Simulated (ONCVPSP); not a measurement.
## P: one change to an ONCV potential, before and after

ONCVPSP 4.0.1 input, shortened (lines: element, Z, core and valence counts, functional; n l f; lmax; l rc ep ncon nbas qcut; lloc lpopt rc5 dvloc0; l nproj debl; icmod fcfact rcfact), PBE, non-relativistic:

```
  P 15.00    3    2        4      upf
    1    0    2.00
    2    0    2.00
    2    1    6.00
    3    0    1.50
    3    1    3.50
    1
    0    1.35    0.00    4    9    4.80
    1    1.80    0.00    4    7    4.50
    4    5    1.20    6.00
    0    2    2.50
    1    2    2.40
    0    0.00    0.00
```

Change: s: rc 1.96.

Cutoffs: the cutoffs (Ha) at which the residual kinetic energy of the hardest occupied pseudo-wave falls to 1 and 0.1 mHa per electron; they do not see the model core or the augmentation charge, which bear on the density cutoff. Errors are all-electron minus pseudo energies relative to the spin-unpolarised reference configuration.

Task: Predict the effect on cutoff, ghosts and configuration errors.

Result: The potential gets softer (9.9 Ha and 20 Ha → 8.6 Ha and 11 Ha); of the 4 tests that both files solve, the error grows in 2 and shrinks in 2 by more than 15 % and 0.3 meV (median size 0.6 → 0.7 meV); neither file shows a bound ghost. A larger radius leaves more room for a smooth pseudo-wave, so fewer plane waves are needed.

```csv
quantity,base,changed
"cutoff, loose",9.9 Ha,8.6 Ha
"cutoff, tight",20 Ha,11 Ha
loose cutoff by channel,"s 9.9 Ha, p 4.4 Ha","s 8.6 Ha, p 4.4 Ha"
bound ghosts,none,none
GHOST(+) flags under 300 eV,s at 188.6 eV,none
"error for 3s2 3p3, meV [ΔE -4.21 eV]",+0.2,-0.6
"error for 3s2 3p2, meV [ΔE 5.54 eV]",-1.0,-0.7
"error for 3s2 3p1, meV [ΔE 24.69 eV]",-0.1,+4.4
"error for 3s1 3p3, meV [ΔE 14.56 eV]",+1.3,-0.5
p: phases at 1.83 bohr within 0.05 rad from the reference energy up to (Ha; the scan ends near 5),4.0,4.0
```
